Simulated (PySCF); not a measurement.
# S: excitation energy

S [Ne] 3s2 3p4 (3P) → S [Ne] 3s2 3p3 3d1 (5D), as a difference of total energies. All numbers are calculated (PySCF 2.14, no relativity, point nucleus, in aug-cc-pV(Q+d)Z). Correlated levels: valence: [Ne] frozen. The calculations carry no spin-orbit coupling.

```json
{"method": "UHF", "excitation energy (eV)": "8.140", "error (eV)": "-0.252"}
{"method": "MP2 (valence)", "excitation energy (eV)": "8.733", "error (eV)": "+0.341"}
{"method": "SCS-MP2 (valence)", "excitation energy (eV)": "8.959", "error (eV)": "+0.567"}
{"method": "CCSD (valence)", "excitation energy (eV)": "8.835", "error (eV)": "+0.443"}
{"method": "CCSD(T) (valence)", "excitation energy (eV)": "8.863", "error (eV)": "+0.471"}
```

Reference: 8.392 eV (measured; NIST levels, between the centres of gravity of the two terms).

Errors of the correlated levels include the incompleteness of this basis and the frozen core.

The promoted electron is Rydberg-like, and one or two diffuse shells describe it only roughly, which tends to raise the upper state.
